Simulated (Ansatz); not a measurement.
Basis-set extrapolation for `[CH3][AlH][SiH2]C` (PBE0-D4/def2-TZVP geometry, frozen core, the Gaussian-basis code of Ansatz). Multiplicity 1, RHF reference.

|  | def2-TZVPP | def2-QZVPP |
| --- | --- | --- |
| HF | -611.873499 | -611.893361 |
| MP2 correlation | -0.567668 | -0.605051 |
| CCSD(T) correlation | -0.653215 | not run |

Energies in hartree. Use E(X) = E(∞) + A·exp(−7.88·√X) for Hartree–Fock and E(X) = E(∞) + B·X^(−2.97) for correlation, with X = 3 and 4, and add CCSD(T) minus MP2 of the smaller set to the MP2 limit.

**Question.** What is the CCSD(T) energy at the basis-set limit?

**Answer.** HF limit: -611.893361 + (-0.019862) × 0.13774 = -611.89610. MP2 limit: -0.605051 + (-0.037383) × 0.74074 = -0.63274. Higher-order term: -0.653215 − (-0.567668) = -0.08555. Total: -612.61439 hartree, 55.0 kcal/mol below CCSD(T)/def2-TZVPP.
